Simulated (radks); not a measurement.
Ionisation of the boron ion B+, [He] 2s2, to [He] 2s1 as the strength of local exchange is varied. Calculated with a radial shooting solver on a logarithmic mesh with Libxc functionals: scalar-relativistic Kohn-Sham, Slater X-alpha exchange (alpha = 2/3 is LDA exchange), no correlation, spin-polarised, spherical densities, finite nucleus; Fermi nuclear charge, rms radius 2.406 fm.

| alpha | E(B+) (hartree) | exchange (hartree) | IE (eV) | -e of the level emptied (eV) | <r> of it (bohr) |
|---|---|---|---|---|---|
| 0.667 | -23.79494 | -3.00541 | 22.866 | 18.158 (2s) | 1.806 |
| 0.707 | -23.97559 | -3.20037 | 23.255 | 18.613 (2s) | 1.791 |
| 0.713 | -24.00276 | -3.22976 | 23.314 | 18.682 (2s) | 1.789 |
| 0.782 | -24.31657 | -3.57040 | 23.994 | 19.481 (2s) | 1.764 |
| 0.8 | -24.39884 | -3.66008 | 24.173 | 19.692 (2s) | 1.758 |
| 0.922 | -24.96089 | -4.27678 | 25.407 | 21.151 (2s) | 1.717 |

NIST Atomic Spectra Database: 25.155 eV (measured). The Delta-SCF value meets it near alpha = 0.90.
